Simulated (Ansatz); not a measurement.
C3H5BrSi, SMILES `C=C1[SiH2]C1Br` from Hartree–Fock to CCSD(T)

Cartesian coordinates in Å:
```
C 1.3460 -1.1316 -0.1903
C 0.3127 -0.3103 -0.2329
Si -1.4637 0.0828 -0.3541
C -0.0011 1.0506 0.2941
Br 0.3547 1.4444 2.1495
H 1.2946 -2.1290 -0.6128
H 2.2808 -0.8396 0.2826
H -2.0881 0.5137 -1.6246
H -2.3847 -0.5626 0.6029
H 0.3487 1.8818 -0.3145
```

Charge 0, multiplicity 1. Correlated methods include outer-core shells of Br, which these sets cover unevenly. Scalar relativity is left out up to krypton. Geometry: relaxed with PBE0-D4/def2-TZVP. Frozen core, restricted reference, Ansatz.

```tsv
basis	HF (Eh)	MP2 corr.	CCSD corr.	(T)	CCSD(T) total
def2-SVP	-2977.28058	-0.72580	?	?	?
def2-TZVPP	?	-0.87995	-0.91643	?	?
def2-QZVPP	-2977.89235	-1.23680	–	–	–
```

(1) Fill in the withheld values. (An estimate is asked.)

Results:

(1) The calculation gave: def2-SVP CCSD corr.: -0.76759; def2-SVP (T): -0.02693; def2-SVP CCSD(T) total: -2978.07510; def2-TZVPP HF (Eh): -2977.82904; def2-TZVPP (T): -0.04172; def2-TZVPP CCSD(T) total: -2978.78719.
